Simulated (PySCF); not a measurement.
Mapped SMILES: `[SiH3:1][CH2:2][c:3]1[cH:4][cH:5][o:6][cH:7]1` (H(Xn): hydrogen on atom n).

[PySCF: geometry: GFN2-xTB; NMR shieldings at PBE0/pcSseg-1/GIAO; a single conformation; non-relativistic Hamiltonian; rapidly exchanging positions averaged; gas phase]

**Question.** List the cross peaks expected in HSQC, COSY and HMBC spectra.

**Answer.** 

HSQC (one-bond C–H):
```
          δH          δC
7.45 (H(C5))  148.2 (C5)
7.33 (H(C7))  142.9 (C7)
6.52 (H(C4))  118.1 (C4)
2.17 (H(C2))    8.7 (C2)
```

COSY cross peaks (H two or three bonds apart, from the bond graph; peaks can be absent where the dihedral angle is near 90°):
```
           δH            δH
 7.45 (H(C5))  6.52 (H(C4))
3.93 (H(Si1))  2.17 (H(C2))
```

HMBC (two and three bonds, from the bond graph):
```
           δH                                            δC
 7.45 (H(C5))            142.9 (C7), 129.9 (C3), 118.1 (C4)
 7.33 (H(C7))  148.2 (C5), 129.9 (C3), 118.1 (C4), 8.7 (C2)
 6.52 (H(C4))  148.2 (C5), 142.9 (C7), 129.9 (C3), 8.7 (C2)
3.93 (H(Si1))                          129.9 (C3), 8.7 (C2)
 2.17 (H(C2))            142.9 (C7), 129.9 (C3), 118.1 (C4)
```

Scale: 1H (σ = 31.72 ppm), 13C (σ = 186.93 ppm) against TMS (reference shieldings calculated alike).

Short H···H contacts in this conformer between protons four or more bonds apart (candidates for NOE cross peaks, intensity ∝ r⁻⁶): H(C2)···H(C7) 2.79 Å.

Shifts are as computed. Against solution values, carbons near 30 ppm lie about +3 ppm off and those near 130 ppm about +5 ppm. Of 1211 compounds with measured shifts, 218 miss one by over three times the rms of a fit or turn the order of signals round; such compounds aren't used in these exercises.
